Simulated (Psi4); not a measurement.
NTi (SMILES [N]#[Ti]), doublet, at a GFN2-xTB geometry (such geometries of metal compounds can be far from the true shape), atoms displaced at random by about 0.02 Å a coordinate.

The Psi4 input:
```
memory 2 GB

molecule mol {
0 2
Ti    0.028724    0.005790   -0.402099
N     0.001658   -0.030334    1.302439
}

set {
  basis 3-21g
  reference uks
}

optimize('pbe')
print_variables()
```

Task: What does this run give for the number of basis functions, dipole moment, total energy at the end of the optimisation, nuclear repulsion energy?

Result: 
```json
{
 "number_of_basis_functions": "38",
 "dipole_moment": "2.53 D",
 "total_energy_at_the_end_of_the_optimisation": "-899.4451 Eh",
 "nuclear_repulsion_energy": "52.0508 Eh"
}
```

These values belong to the state on which the SCF converged, which isn't shown to be the lowest.
